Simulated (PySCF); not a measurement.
Geometry:
```csv
atom,x (Å),y (Å),z (Å)
C1,-2.909,-0.162,1.074
C2,-1.986,0.538,0.090
C3,-1.250,-0.435,-0.817
C4,-0.290,0.195,-1.808
Se5,1.137,1.330,-1.043
Si6,2.140,-0.200,0.272
C7,3.836,0.375,0.754
Cl8,1.066,-0.564,2.012
Cl9,2.254,-2.019,-0.714
H10,-3.437,0.560,1.716
H11,-3.672,-0.766,0.557
H12,-2.340,-0.837,1.732
H13,-2.560,1.251,-0.528
H14,-1.245,1.140,0.642
H15,-0.714,-1.179,-0.203
H16,-1.982,-1.017,-1.407
H17,0.215,-0.566,-2.419
H18,-0.809,0.889,-2.486
H19,4.264,-0.314,1.497
H20,3.783,1.380,1.199
H21,4.493,0.408,-0.128
```

Geometry: PBE0-D3(BJ)/def2-SVP; GIAO shifts from PySCF, gas phase, non-relativistic, averaged over equivalent atoms.

At PBE0/pcSseg-1 (258 basis functions, 55 s wall time on 1 thread of an x86-64 server CPU, shared host):
| atoms | δ (ppm) |
| --- | --- |
| C4 | 34.9 |
| C3 | 34.3 |
| C2 | 23.4 |
| C1 | 15.3 |
| C7 | 10.7 |
| Se5 | -30.0 |
| Si6 | 61.2 |
| Cl8/Cl9 | 133.4 |
| H17/H18 | 2.82 |
| H15/H16 | 1.58 |
| H13/H14 | 1.51 |
| H10/H11/H12 | 1.03 |
| H19/H20/H21 | 0.82 |

Scale: 13C (184.41 ppm), 29Si (351.99 ppm), 1H (31.27 ppm) vs TMS; 77Se (1769.71 ppm) against Me2Se; 35Cl (943.27 ppm) against HCl (reference shieldings calculated alike).

Question: What do these become at PBE/pcSseg-1?

Answer: 
| atoms | δ at PBE/pcSseg-1 | change |
| --- | --- | --- |
| C4 | 37.9 | +3.0 |
| C3 | 36.7 | +2.4 |
| C2 | 25.3 | +1.9 |
| C1 | 15.7 | +0.4 |
| C7 | 11.5 | +0.8 |
| Se5 | -23.6 | +6.4 |
| Si6 | 62.3 | +1.1 |
| Cl8/Cl9 | 162.7 | +29.3 |
| H17/H18 | 2.95 | +0.13 |
| H15/H16 | 1.69 | +0.11 |
| H13/H14 | 1.61 | +0.10 |
| H10/H11/H12 | 1.03 | +0.00 |
| H19/H20/H21 | 0.83 | +0.01 |

References, each an isolated molecule treated in the same way: 13C (σ = 180.03 ppm), 29Si (σ = 334.61 ppm), 1H (σ = 31.20 ppm) vs TMS; 77Se (σ = 1669.66 ppm) vs Me2Se; HCl for 35Cl (σ = 933.68 ppm).

The largest change is at Cl8/Cl9 (chlorine bonded to Si). Cost: 258 basis functions, 58 s wall time on 1 thread of an x86-64 server CPU, shared host. The order of the carbon signals is the same at both levels.

Relativistic effects, spin–orbit coupling among them, are left out; they matter for Se and for the light atoms bonded to it.
